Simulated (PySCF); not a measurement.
Compound: SnHBr3.
Geometry (PBE0-D3(BJ)/def2-SVP, Å), atoms numbered from 1 in this order:
```
atom  x, y, z in Å
Sn1    0.0029   -0.0219    0.1971
H2    -0.0946   -0.0408    1.8978
Br3    2.3504   -0.0235   -0.5652
Br4   -1.0872    1.9628   -0.7826
Br5   -1.0966   -1.9871   -0.8092
```

Computed with TDDFT wB97X-D/def2-SVPD, vertical, gas phase, core orbitals frozen in the response, def2 core potentials past Kr (PySCF 2.14.0, density-fitted response routines). Spin–orbit coupling is left out.

Transition dipole moments from the ground state, in atomic units and in the frame of the coordinates above (overall signs are arbitrary), for the states with f of 0.002 or more among the lowest 8:

```json
{"state": "S2", "E (hartree)": "0.1896", "μx": "-0.035", "μy": "0.472", "μz": "0.003"}
{"state": "S3", "E (hartree)": "0.1898", "μx": "0.468", "μy": "0.038", "μz": "0.043"}
{"state": "S4", "E (hartree)": "0.1957", "μx": "0.059", "μy": "0.007", "μz": "-0.558"}
{"state": "S5", "E (hartree)": "0.1994", "μx": "-0.061", "μy": "-0.461", "μz": "-0.008"}
{"state": "S6", "E (hartree)": "0.1998", "μx": "-0.469", "μy": "0.068", "μz": "-0.042"}
{"state": "S7", "E (hartree)": "0.2529", "μx": "0.199", "μy": "-0.004", "μz": "0.011"}
{"state": "S8", "E (hartree)": "0.2538", "μx": "0.000", "μy": "0.219", "μz": "0.002"}
```

What oscillator strength does each state have?

f = (2/3) ΔE |μ|² with ΔE in hartree (27.2114 eV).

```json
{"state": "S2", "|μ|² (au)": "0.224", "|μ| (D)": "1.20", "f": "0.028"}
{"state": "S3", "|μ|² (au)": "0.223", "|μ| (D)": "1.20", "f": "0.028"}
{"state": "S4", "|μ|² (au)": "0.315", "|μ| (D)": "1.43", "f": "0.041"}
{"state": "S5", "|μ|² (au)": "0.216", "|μ| (D)": "1.18", "f": "0.029"}
{"state": "S6", "|μ|² (au)": "0.226", "|μ| (D)": "1.21", "f": "0.030"}
{"state": "S7", "|μ|² (au)": "0.040", "|μ| (D)": "0.51", "f": "0.007"}
{"state": "S8", "|μ|² (au)": "0.048", "|μ| (D)": "0.56", "f": "0.008"}
```

What angle do the transition dipoles of S4 and S6 make?

|cos θ| = |μa·μb| / (|μa| |μb|) = 0.01, so θ ≈ 89° (taken between 0 and 90°, since the signs are arbitrary).

How is the summed strength of these states shared among x, y and z?

(2/3) Σ ΔE μα² gives 0.065 for x, 0.065 for y and 0.041 for z, 0.171 in all.

What peak molar absorption coefficient would the strongest computed level give as a lone Gaussian band 0.4 eV wide at half height?

ε(max) = 2.175×10⁸ f / FWHM, with the width in cm⁻¹. S2/S3 (f summed): 2.175×10⁸ × 0.0565 / 3226 ≈ 3800 L mol⁻¹ cm⁻¹.

S2/S3 coincide within about 0.01 eV; within a degenerate level the directions of the single components are arbitrary.

All these states lie below the vertical ionisation energy of 10.83 eV (ΔSCF).
